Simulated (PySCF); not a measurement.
# Correlation energy of Cl²⁺ (chlorine, charge +2)

[Ne] 3s1 3p4, 3s spin antiparallel (an excited configuration). All numbers are calculated (PySCF 2.14, scalar relativity by spin-free X2C-1e, in x2c-QZVPPall with one added diffuse shell each of s, p, d, f type (10s7p5d3f1g, 86 functions)). Frozen: 1s2; 13 electrons correlated.

MP2 pair energies summed by pair of shells (mhartree):

```
 pair   energy  share (%)
2p-2p  -102.03       27.2
3p-3p   -93.80       25.0
3s-3p   -92.86       24.8
2p-3p   -32.59        8.7
2s-2p   -29.64        7.9
2p-3s   -10.09        2.7
2s-2s    -6.60        1.8
2s-3p    -5.49        1.5
2s-3s    -1.37        0.4
```

Total MP2 correlation energy: -374.46 mhartree.

Same-spin part -87.61 and opposite-spin part -286.86 mhartree; SCS-MP2 scales them by 1/3 and 6/5 to -373.43 mhartree.

This basis was not built for core-valence correlation, so the inner-shell part is incomplete.
